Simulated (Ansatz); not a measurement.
PBE exchange is replaced step by step with exact exchange (0 % is PBE, 25 % PBE0; no dispersion term), basis def2-TZVP, Ansatz. System: TiCl4. Charge 0, multiplicity 1. Geometry: PBE-D4/def2-SVP.

Geometry of the singlet:

```xyz
5

Ti    0.000    0.000    0.000
Cl    0.788    1.977    0.437
Cl   -1.676    0.175   -1.372
Cl   -0.667   -0.937    1.843
Cl    1.556   -1.215   -0.908
```

| exact exchange (%) | HOMO (eV) | LUMO (eV) | gap (eV) |
| --- | --- | --- | --- |
| 0 | -8.26 | -4.61 | 3.65 |
| 5 | -8.53 | -4.47 | 4.07 |
| 10 | -8.81 | -4.31 | 4.49 |
| 25 | -9.64 | -3.83 | 5.81 |
| 35 | -10.20 | -3.49 | 6.71 |
| 50 | -11.05 | -2.95 | 8.11 |

**Question.** Fit a straight line to the column «gap (eV)» against the share of exact exchange and predict its value at 15 %.

**Answer.** With x = exact exchange (%) and y = gap (eV): mean x = 20.83, mean y = 5.473; Σ(x − x̄)(y − ȳ) = 166.7, Σ(x − x̄)² = 1871; slope b = 0.0891, intercept a = ȳ − b·x̄ = 3.617. The residuals of the fitted rows reach 0.04. At x = 15 the line gives 3.617 + (0.0891 × 15) = 4.95; the run gave 4.93, 0.02 less than the line.
